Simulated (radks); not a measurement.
Spherical jellium clusters: N electrons in a uniform positive sphere of charge N and radius rs N^(1/3), rs = 4.28 bohr. Calculated with a radial shooting solver with Libxc functionals: non-relativistic Kohn-Sham, LDA (Slater exchange, Perdew-Wang correlation), spin-polarised, spherical densities. Levels are named by radial order and angular momentum (1s, 1p, 1d, 2s, ...), and open shells are averaged over m.

N = 24, configuration 1s2 1p6 1d10 2s2 1f(up 4, down 0). This is the lowest configuration that the search found. Occupied and some empty levels:

level,occupation,eigenvalue (eV),<r> (bohr)
1s up,1,-4.8054,7.824
1s down,1,-4.6658,7.518
1p up,3,-4.2323,9.032
1p down,3,-4.0435,8.899
1d up,5,-3.4700,9.884
1d down,5,-3.2574,9.846
2s up,1,-2.9699,7.800
2s down,1,-2.8709,7.973
1f up,4,-2.5549,10.62
1f down,0,-2.3351,10.65
2p up,0,-1.9007,9.515
2p down,0,-1.7978,9.597
1g up,0,-1.5221,11.37
1g down,0,-1.3089,11.48
2d up,0,-0.90848,11.74
2d down,0,-0.80605,11.93

Energy (eV): total -44.7424, kinetic 37.418, external -1508.1, Hartree 747.41, exchange-correlation -83.181, background 761.75.

Electron density:

r (bohr),n(r) (e/bohr^3)
0.392,0.004258
1.38,0.004014
2.37,0.003584
3.35,0.003129
4.34,0.002822
5.32,0.002777
6.31,0.002986
7.29,0.003313
8.28,0.003529
9.27,0.003402
10.2,0.002840
11.2,0.001984
12.2,0.001146
13.2,0.0005672
14.2,0.0002502
15.2,0.0001037
16.2,0.00004058
17.2,0.00001536
18.1,5.750e-06
19.1,2.103e-06
